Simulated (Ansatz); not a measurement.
Two isomers of C3H5FSi: A = `F/C=C1/C[SiH2]1`, B = `FC1C=C1[SiH3]`.

Computed with Ansatz on PBE0-D4/def2-TZVP structures; ΔE is electronic, products minus reactants. CCSD(T)/CBS is the MP2 limit (def2-TZVPP, def2-QZVPP) plus CCSD(T) − MP2 in def2-TZVPP, frozen cores. DFT in def2-TZVPP. B3LYP here is the variant with VWN-RPA as its local correlation; programs differ in this.

Which isomer does CCSD(T)/CBS put lower? Give the gap. (An estimate is asked.)

Computed: A, by 5.7 kcal/mol.

Give E(B) − E(A) in kcal/mol with PBE-D4, PBE0-D4, B3LYP, B3LYP-D4, B2PLYP, MP2/def2-TZVPP, ωB97M-V. (Estimate.)

The calculation gave: PBE-D4 8.7, PBE0-D4 7.3, B3LYP 6.4, B3LYP-D4 6.6, B2PLYP 5.9, MP2/def2-TZVPP 5.1, ωB97M-V 6.3. None reverses the order clearly.

Largest T1 diagnostic: 0.013.

In def2-TZVPP, CCSD(T) changes the Hartree–Fock value by +5.0 kcal/mol (the triples alone add +0.8 kcal/mol) and MP2 by +4.0 kcal/mol. From PBE to PBE0 (25 % exact exchange), in def2-TZVPP and without D4, E(B) − E(A) moves by −1.3 kcal/mol.
